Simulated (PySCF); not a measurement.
A GIAO shielding run with PySCF 2.14 (density fitting, non-relativistic, gas phase) on SMILES [F][Sc]([F])[F], F3Sc:

```
{"job": {"kind": "nmr", "xc": "PBE", "basis": {"default": "pcSseg-1", "Sc": "pcSseg-2"}, "pop": false}, "charge": 0, "multiplicity": 1}
Sc    -0.004219    -0.001702     0.001603
F      1.815671    -0.017048     0.009057
F     -0.885740     1.592510    -0.016529
F     -0.925712    -1.573760     0.005869
```

Hardware: 1 thread of an Arm Neoverse V1, shared host.

Task: How large is the calculation?

Result: 48 electrons, 124 basis functions and 565 auxiliary functions.

Task: How long does it take?

Result: 7.7 s of wall time, with 12 SCF cycles. Times on a shared host scatter by some tens of per cent.

Task: And these other runs on the same molecule and hardware: GIAO shielding at B3LYP/pcSseg-1 (pcSseg-2 on Sc); GIAO shielding at PBE0/pcSseg-1 (pcSseg-2 on Sc); spin–spin coupling at PBE/pcJ-1 (pcSseg-1 on Sc)?

Result: B3LYP/pcSseg-1 (pcSseg-2 on Sc): 124 functions, 5.2 s; PBE0/pcSseg-1 (pcSseg-2 on Sc): 124 functions, 6.6 s; PBE/pcJ-1 (pcSseg-1 on Sc): 126 functions, 6.7 s.
